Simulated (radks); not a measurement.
Q: Coherent X-ray form factor from a spherical all-electron density. Method: scalar-relativistic Kohn-Sham, exchange-only LDA, spin-polarised, spherical densities, point nucleus; computed with a radial shooting solver on a logarithmic mesh with Libxc functionals.

| sin(theta)/lambda (1/angstrom) | f0 (electrons) |
|---|---|
| 0.05 | 48.878 |
| 0.1 | 48.516 |
| 0.15 | 47.921 |
| 0.2 | 47.109 |
| 0.25 | 46.097 |
| 0.3 | 44.910 |
| 0.4 | 42.111 |
| 0.5 | 38.938 |
| 0.6 | 35.616 |
| 0.8 | 29.279 |
| 1 | 24.120 |
| 1.25 | 19.661 |
| 1.5 | 16.875 |
| 2 | 13.364 |

The species is in the configuration that NIST lists as its ground one. Which atom or ion scatters so?

A: The lutetium ion Lu22+, [Kr] 4d10 4f3. Extrapolating in s^2 from the first two rows gives f0(0) = 49.0, near the electron count 49; among species with that count, the fall with angle is slower the higher Z, and the table is that of Z = 71; from so few rows the species is fixed only to a neighbour or two.
